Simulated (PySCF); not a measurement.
Electron correlation in I⁺ (iodine, charge +1)

[Kr] 4d10 5s2 5p4, high-spin 3P determinant. Calculation: PySCF 2.14, in x2c-TZVPPall with one added diffuse shell each of s, p, d, f type (9s7p5d3f, 76 functions); scalar relativity by spin-free X2C-1e. Frozen: [Kr] 4d10; 6 electrons correlated.

```csv
level,correlation energy (mhartree)
CCSD,-100.11
(T),-2.63
CCSD(T),-102.74
```

Diagnostics: T1 = 0.0071, D1 = 0.0214, largest double amplitude 0.035.

Is a single reference adequate?

Yes, within this model without spin-orbit coupling: T1 lies below 0.03 and no double amplitude reaches 0.07.
